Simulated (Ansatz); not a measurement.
`CCCCCC[Si](OC)(OC)OC` with charge +1. Total charge 1; doublet. Geometry PBE-D4/def2-SVP, that of the neutral singlet; atoms count from 1.

Cartesian coordinates in Å:
```
C 1.200 1.767 -3.959
C 0.060 1.320 -3.043
C -0.175 -0.195 -3.067
C -1.367 -0.675 -2.227
C -1.314 -0.307 -0.736
C -0.085 -0.851 0.014
Si -0.044 -0.349 1.813
O -1.389 -0.809 2.688
C -1.597 -2.074 3.285
O 1.253 -1.017 2.646
C 2.604 -0.904 2.251
O -0.014 1.321 1.814
C -0.192 2.115 2.975
H 1.353 2.865 -3.922
H 1.002 1.493 -5.017
H 2.159 1.287 -3.672
H 0.272 1.651 -2.003
H -0.882 1.838 -3.334
H -0.326 -0.522 -4.120
H 0.755 -0.711 -2.734
H -2.304 -0.257 -2.659
H -1.454 -1.780 -2.326
H -1.345 0.798 -0.617
H -2.235 -0.679 -0.238
H -0.044 -1.962 -0.047
H 0.856 -0.488 -0.456
H -1.944 -2.828 2.541
H -2.384 -1.979 4.061
H -0.673 -2.464 3.767
H 3.247 -1.345 3.042
H 2.916 0.156 2.109
H 2.815 -1.450 1.302
H -1.100 1.814 3.543
H -0.305 3.175 2.665
H 0.682 2.046 3.662
```

Problem. Estimate the Mulliken populations of the heavy atoms from the PBE0/def2-SVP orbitals of Ansatz.

Solution. 
```csv
atom,charge (e),spin (α − β)
C1,-0.08,0.00
C2,-0.14,0.02
C3,-0.11,0.01
C4,-0.04,0.06
C5,-0.12,0.04
C6,-0.31,0.18
Si7,1.01,-0.01
O8,-0.44,0.20
C9,0.08,0.00
O10,-0.45,0.18
C11,0.08,0.00
O12,-0.47,0.10
C13,0.09,0.00
```
Mulliken values depend strongly on the basis.

Problem. Where does the spin sit?

Solution. Summed by element: C 0.32, Si -0.01, O 0.48, H 0.20, of 1 unpaired in all. Largest on single atoms: O8 0.20, O10 0.18, C6 0.18.

Problem. And the Mayer bond orders between heavy atoms (over 0.3)?

Solution. C1–C2 1.09 (1.53 Å); C2–C3 1.03 (1.53 Å); C3–C4 1.08 (1.54 Å); C4–C5 0.99 (1.54 Å); C5–C6 1.05 (1.54 Å); C6–Si7 0.86 (1.87 Å); Si7–O8 1.04 (1.67 Å); Si7–O10 1.03 (1.68 Å); Si7–O12 1.12 (1.67 Å); O8–C9 0.91 (1.41 Å); O10–C11 0.92 (1.41 Å); O12–C13 0.90 (1.42 Å).
